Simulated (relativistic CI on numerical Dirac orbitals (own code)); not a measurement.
## Ligand-field terms of d2

Computed with a parametric ligand-field model of a d^n configuration (Racah B and C, spin-orbit zeta, crystal field), exact diagonalisation.

Field parameters in Wybourne normalisation: D3d B²₀ = −7Dσ, B⁴₀ = −14Dq − 21Dτ, B⁴₃ = −14√(10/7) Dq; D4h B²₀ = −7Ds, B⁴₀ = 21(Dq − Dt), B⁴₄ = 21√(5/14) Dq; Oh B⁴₀ = 21Dq, B⁴₄ = √(5/14) B⁴₀; Td as Oh with Dq negative (B⁴₀ = 21Dq, B⁴₄ = √(5/14) B⁴₀). The field is a parameter set, without covalency.

Q: A d2 ion in Td symmetry has the ground term 3A2 and bands at 3T2 3200 cm⁻¹ (3125 nm), 3T1 5433 cm⁻¹ (1841 nm), 1E 7656 cm⁻¹ (1306 nm), 1T2 10626 cm⁻¹ (941 nm), 3T1 10767 cm⁻¹ (929 nm), 1A1 11735 cm⁻¹ (852 nm). Which parameters reproduce them?

A: B = 440, C = 2230, ζ = 0 cm⁻¹, Td, 10Dq = -3200 cm⁻¹.

Q: Ground term and bands for B = 400, C = 1840, ζ = 0 cm⁻¹, Oh, 10Dq = 3250 cm⁻¹?

A: Ground term 3T1 with 0.09 electrons in the two orbitals of the cubic e set. Spin-allowed: 3T2 2807 cm⁻¹, 3A2 6057 cm⁻¹ (1651 nm), 3T1 8364 cm⁻¹ (1196 nm). Lowest spin-forbidden: 1T2 6275 cm⁻¹ (1594 nm), 1E 6537 cm⁻¹ (1530 nm), 1T2 10250 cm⁻¹ (976 nm).

Q: Ground term and bands for B = 520, C = 2510, ζ = 0 cm⁻¹, D4h, 10Dq = 28900, Ds = -1500, Dt = -220 cm⁻¹?

A: Ground term 3E with 0.01 electrons in the two orbitals of the cubic e set. Spin-allowed: 3A2 3292 cm⁻¹ (3038 nm), 3E 28506 cm⁻¹ (351 nm), 3A2 30789 cm⁻¹ (325 nm), 3B2 31291 cm⁻¹ (320 nm). Lowest spin-forbidden: 1A1 6492 cm⁻¹ (1540 nm), 1E 8283 cm⁻¹ (1207 nm), 1B2 11678 cm⁻¹ (856 nm).

Q: Ground term and bands for B = 480, C = 1910, ζ = 0 cm⁻¹, D4h, 10Dq = 18300, Ds = 3000, Dt = 400 cm⁻¹?

A: Ground term 3A2 with 0.01 electrons in the two orbitals of the cubic e set. Spin-allowed: 3E 6422 cm⁻¹ (1557 nm), 3E 14475 cm⁻¹ (691 nm), 3B2 17085 cm⁻¹ (585 nm), 3E 26259 cm⁻¹ (381 nm). Lowest spin-forbidden: 1B2 6771 cm⁻¹ (1477 nm), 1B1 6849 cm⁻¹ (1460 nm), 1A1 11406 cm⁻¹ (877 nm).

Q: Ground term and bands for B = 900, C = 4250, ζ = 0 cm⁻¹, D3d, 10Dq = 23450, Dσ = 620, Dτ = 20 cm⁻¹?

A: Ground term 3E with 0.02 electrons in the two orbitals of the cubic e set. Spin-allowed: 3A2 1372 cm⁻¹, 3E 21788 cm⁻¹ (459 nm), 3A1 22875 cm⁻¹ (437 nm), 3E 33486 cm⁻¹ (299 nm). Lowest spin-forbidden: 1A1 13518 cm⁻¹ (740 nm), 1E 14393 cm⁻¹ (695 nm), 1E 16012 cm⁻¹ (625 nm).
